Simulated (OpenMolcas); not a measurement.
Computed levels of 5s² 5p in ions with 49 electrons, in cm-1 above ²P°_1/2.

- Program: OpenMolcas
- Method: RASSCF
- Basis: ANO-R3
- Scalar Hamiltonian: X2C, finite nucleus
- Spin-orbit coupling: state interaction with AMFI integrals over the reference wave functions, term energies averaged over their components

Active space for each ion: 1 electron in 9 orbitals (RAS2 5p; RAS3 5d 6s, at most 1 electron).

| Level | Sb2+ | Te3+ | Xe5+ |
| --- | --- | --- | --- |
| ²P°_3/2 | 5839 | 8149 | 13803 |

Task: Estimate ²P°_3/2 for I4+ from its neighbours Te3+ and Xe5+.

Result: ²P°_3/2 is fine structure, which grows about as the fourth power of a screened charge, so the fourth roots are averaged: ((8149^0.25 + 13803^0.25) / 2)^4 = 10698. The calculation gives 10792, so the estimate is off by -0.9 %.

With one active electron the reference holds no correlation, so core polarisation is missing. Only configurations of the active space appear.

° marks odd parity.
